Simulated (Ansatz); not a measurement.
The cluster Ti2O3⁺. The state is a doublet with charge 1. Geometry B3LYP-D4/def2-SVP.

```xyz
5

Ti   -0.810    0.593   -0.289
Ti    1.074   -0.769    1.098
O    -0.628    0.419   -1.843
O     0.904    0.852    0.492
O    -0.541   -1.095    0.541
```

The structure comes from a short search, and lower isomers may exist.

Estimate the α-spin orbital energies around the gap (eV) in Ansatz with PBE-D4/def2-SVP, PBE-D4/def2-TZVP, r2SCAN-D4/def2-TZVP, PBE0-D4/def2-TZVP, CAM-B3LYP-D4/def2-TZVP.


```
orbital  PBE-D4/def2-SVP  PBE-D4/def2-TZVP  r2SCAN-D4/def2-TZVP  PBE0-D4/def2-TZVP  CAM-B3LYP-D4/def2-TZVP
HOMO−13           -43.27            -43.25               -44.70             -47.06                  -48.67
HOMO−12           -27.49            -27.93               -29.11             -30.70                  -32.12
HOMO−11           -27.33            -27.79               -28.98             -30.55                  -31.95
HOMO−10           -25.70            -26.18               -27.39             -29.09                  -30.56
 HOMO−9           -14.92            -14.99               -15.23             -16.46                  -17.93
 HOMO−8           -14.59            -14.64               -14.93             -16.13                  -17.58
 HOMO−7           -14.31            -14.38               -14.61             -15.82                  -17.34
 HOMO−6           -14.15            -14.22               -14.47             -15.68                  -17.13
 HOMO−5           -13.61            -13.71               -13.92             -15.09                  -16.62
 HOMO−4           -13.31            -13.40               -13.60             -14.64                  -16.05
 HOMO−3           -12.78            -12.86               -13.11             -14.36                  -15.86
 HOMO−2           -12.36            -12.45               -12.69             -13.90                  -15.37
 HOMO−1           -12.35            -12.45               -12.65             -13.77                  -15.20
   HOMO            -9.60             -9.70               -10.11             -11.39                  -12.91
   LUMO            -8.51             -8.60                -8.28              -7.21                   -6.29
 LUMO+1            -8.36             -8.45                -8.20              -7.20                   -6.11
 LUMO+2            -8.28             -8.36                -8.20              -7.16                   -6.10
 LUMO+3            -8.18             -8.25                -7.98              -7.13                   -6.00
 LUMO+4            -7.42             -7.51                -7.28              -6.64                   -5.73
 LUMO+5            -7.37             -7.48                -7.06              -6.29                   -5.20
 β HOMO           -12.36            -12.44               -12.67             -13.80                  -15.23
 β LUMO            -8.34             -8.44                -8.18              -7.22                   -6.42
```
